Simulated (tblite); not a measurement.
C7H12O2Si.
SMILES with atom numbers: `[O:1]=[CH:2][C@@H:3]1[SiH2:4][CH2:5][C@@H:6]1[O:7][CH:8]1[CH2:9][CH2:10]1` (hydrogens: H11 on C2; H12 on C3; H13, H14 on Si4; H15, H16 on C5; H17 on C6; H18 on C8; H19, H20 on C9; H21, H22 on C10)

Structure used (GFN2-xTB), in Å, numbered top down from 1:
```
atom  x, y, z in Å
O1    -2.594   -0.579    2.584
C2    -1.863   -0.624    1.626
C3    -1.684    0.465    0.652
Si4   -2.814    0.152   -0.897
C5    -1.053   -0.192   -1.539
C6    -0.429    0.375   -0.237
O7     0.567   -0.438    0.341
C8     1.809   -0.338   -0.281
C9     3.017   -0.558    0.569
C10    2.712    0.817    0.050
H11   -1.294   -1.540    1.387
H12   -1.820    1.427    1.143
H13   -3.749   -0.964   -0.822
H14   -3.442    1.381   -1.382
H15   -0.831   -1.255   -1.624
H16   -0.705    0.294   -2.448
H17   -0.025    1.381   -0.416
H18    1.820   -0.709   -1.305
H19    2.845   -0.744    1.617
H20    3.846   -1.106    0.149
H21    2.350    1.544    0.761
H22    3.329    1.230   -0.732
```

Computed values, GFN2-xTB/tblite, gas phase, harmonic and unscaled. Against measured fundamentals such values can be off by several per cent, at times by over 20. Modes of hydrogen on silicon can be 10 to 20 % off. One conformer, not necessarily the lowest.

Harmonic wavenumbers (cm⁻¹): 35.2, 51.4, 77.1, 90.2, 120.8, 210.6, 219.2, 297.6, 367.4, 420.2, 438.6, 452.4, 470.6, 499.7, 606.9, 625.8, 678.8, 747.1, 766.2, 793.9, 808.4, 840.3, 876.5, 903.4, 919.5, 986.5, 1003.0, 1016.1, 1026.2, 1063.2, 1074.7, 1081.6, 1089.1, 1120.0, 1145.9, 1151.7, 1167.6, 1183.7, 1250.1, 1263.8, 1272.9, 1319.0, 1354.0, 1388.8, 1419.8, 1453.9, 1472.6, 1745.3, 2279.5, 2314.6, 2794.1, 2870.8, 2956.5, 2992.1, 2998.7, 3011.6, 3089.1, 3095.1, 3104.6, 3124.1.

A = 1915, B = 683.7, C = 547.5 MHz; mass 156.061 u (most abundant isotopes); point group C1, symmetry number 1.

Task: What is the zero-point energy?

Result: ½Σν̃ = 37499 cm⁻¹ = 448.59 kJ/mol.

Task: Entropy at 200 K, 1 bar (ideal gas, RRHO, classical rotation)?

Result: Translation 163.54, rotation 122.57, vibration 98.34: S = 384.4 J/(mol K).

Task: And Cp and H(200 K) − H(0)?

Result: Cp = 131.14 J/(mol K), of which vibrations give 97.88 (their classical limit is 60 R = 498.9); H(200 K) − H(0) = 16.77 kJ/mol without the zero-point energy, 10.12 from vibrations.

Task: Blend soft modes into free rotors: weight 1/[1 + (100 cm⁻¹/ν̃)⁴] for the oscillator and the rest for a rotor with moment μB/(μ + B), μ = h/(8π²ν), B = 10⁻⁴⁴ kg m². What vibrational entropy results?

Result: 87.83 J/(mol K) in place of 98.34, which changes −T·S at 200 K by +2.10 kJ/mol.

Task: How do the functions run with temperature in this model?

Result: 
```
T (K)  S (J/(mol K))  Cp (J/(mol K))  H − H(0) (kJ/mol)  G − H(0) (kJ/mol)  ln q(vib)
  100          312.0            84.8               6.05             -25.15       2.60
  300          447.8           185.5              32.57            -101.76       8.76
  500          566.5           281.8              79.86            -203.36      14.84
  800          720.1           370.1             178.97            -397.11      23.75
 1000          806.9           407.1             256.89            -549.99      29.30
```

q(vib) and H(0) count from the zero-point level.

Hindered rotation and anharmonicity are outside this model. Other conformers, if any are populated, would add a mixing term that is left out. The structure is chiral; the term R ln 2 for an equal mix with its mirror image is left out.
